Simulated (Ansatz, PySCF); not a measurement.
Gas-phase reaction in SMILES: CC[N](C)[GeH3] -> C[N][GeH3] + [CH2]C (the C-N bond at the site shown breaks; other sites are not compared here)
Structures are relaxed separately at B3LYP-D3(BJ)/def2-TZVP in Ansatz (a quantum-chemistry and plane-wave program), one conformer each, not searched for the lowest. Frequencies are from PySCF.
Geometry of the first species:
SMILES: C[N](CC)[GeH3]
```xyz
16

C      2.3849    -0.0002    -0.2707
C      1.3470    -1.1065    -0.1619
N     -0.0063    -0.6758    -0.4928
C     -0.9269    -1.8017    -0.5410
Ge    -0.6752     0.8542     0.3220
H      3.3848    -0.4120    -0.1257
H      2.2405     0.7748     0.4848
H      2.3439     0.4721    -1.2534
H      1.6123    -1.9097    -0.8598
H      1.3938    -1.5538     0.8466
H     -1.9236    -1.4694    -0.8327
H     -0.5853    -2.5247    -1.2894
H     -1.0140    -2.3395     0.4173
H      0.1054     2.0849    -0.1612
H     -2.1476     0.9439    -0.1083
H     -0.5882     0.7805     1.8696
```

Quantity: bond dissociation energy (enthalpy at 298 K, with B3LYP-D3(BJ) rigid-rotor harmonic-oscillator terms), in eV. Correlated levels leave the core frozen unless marked. Open shells are spin-unrestricted. No spin-orbit coupling. Frozen are the shells of the preceding noble gas and the d and f shells that filled before the atom's block. Non-relativistic. CBS marks a two-point X^-3 extrapolation of the correlation energy; Hartree-Fock from the larger set. The bracket is a focal-point correction in the basis named.

RI-MP2/CBS(aug-cc-pVTZ,aug-cc-pVQZ)+[CCSD(T)-MP2]/aug-cc-pVTZ (Ansatz) gives 3.62 eV.

Question: Another calculation gave 2.91 eV. Which level was it?
(A) BLYP/def2-TZVPD (Ansatz)
(B) PBE/def2-TZVPD (Ansatz)
(C) r2SCANh/def2-TZVPD (Ansatz)
(D) wB97X-V/def2-TZVPD (Ansatz)

Answer: A, BLYP/def2-TZVPD (Ansatz). The others give 3.10 (r2SCANh), 3.53 (wB97X-V), 3.28 (PBE) eV.
